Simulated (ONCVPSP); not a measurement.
# Before and after: ONCV potential for silver

```
Element                 : silver
Generator               : ONCVPSP 4.0.1
Type                    : optimised norm-conserving Vanderbilt (ONCV)
Functional              : revPBE
Relativity              : scalar-relativistic
Frozen core             : [Ar] 3d10 4s2
Valence charge          : 17
Reference configuration : 4p6 4d10 5s1
Partial waves           : 5s: rc 2.70 bohr, ncon 4, nbas 7, qcut 2.4 1/bohr, 2 projectors, debl 3.3 Ha; 4p: rc 1.70 bohr, ncon 4, nbas 8, qcut 6.8 1/bohr, 2 projectors, debl 2.7 Ha; 4d: rc 1.20 bohr, ncon 3, nbas 8, qcut 8.9 1/bohr, 3 projectors, debl 0.5 Ha
Local potential         : polynomial inside 1.10 bohr (lpopt 3, dvloc0 6 Ha)
Core correction         : Teter function, fcfact 5, rcfact 1.6
```

Change: s: debl 0.35.

Cutoffs: the cutoffs (Ha) at which the residual kinetic energy of the hardest occupied pseudo-wave falls to 1 and 0.1 mHa per electron; they do not see the model core or the augmentation charge, which bear on the density cutoff. Errors are all-electron minus pseudo energies relative to the spin-unpolarised reference configuration.

Question: How do hardness, ghosts and transferability respond?

Answer: The potential gets neither clearly harder nor softer (32 Ha and 38 Ha → 32 Ha and 38 Ha); a bound ghost appears in s, which as a rule spoils a file; the lowest positive-energy flag moves from s at 42.8 eV to none; the errors of the 4 common tests hardly move.

```tsv
quantity	base	changed
cutoff, loose	32 Ha	32 Ha
cutoff, tight	38 Ha	38 Ha
bound ghosts	none	s
GHOST(+) flags under 300 eV	s at 42.8 eV	none
error for 4p6 4d10 5s0, meV [ΔE 7.62 eV]	-7.8	-7.9
error for 4p6 4d9 5s0, meV [ΔE 29.64 eV]	-14	-14
error for 4p6 4d8 5s0, meV [ΔE 65.75 eV]	-26	-26
error for 4p6 4d10 5s0 5p1, meV [ΔE 3.82 eV]	-6.7	-6.7
s: phases at 2.74 bohr within 0.05 rad from the reference energy up to (Ha; the scan ends near 5)	n/a	n/a
p: phases at 1.72 bohr within 0.05 rad from the reference energy up to (Ha; the scan ends near 5)	to the end of the scan	to the end of the scan
d: phases at 1.22 bohr within 0.05 rad from the reference energy up to (Ha; the scan ends near 5)	to the end of the scan	to the end of the scan
rms error of d²Exc/dni dnj with the model core, mHa	1.25	1.25
```

 A true bound ghost makes a file unfit for plane-wave use even where its test errors are small: the radial tests pick states by their node count and pass the ghost by.
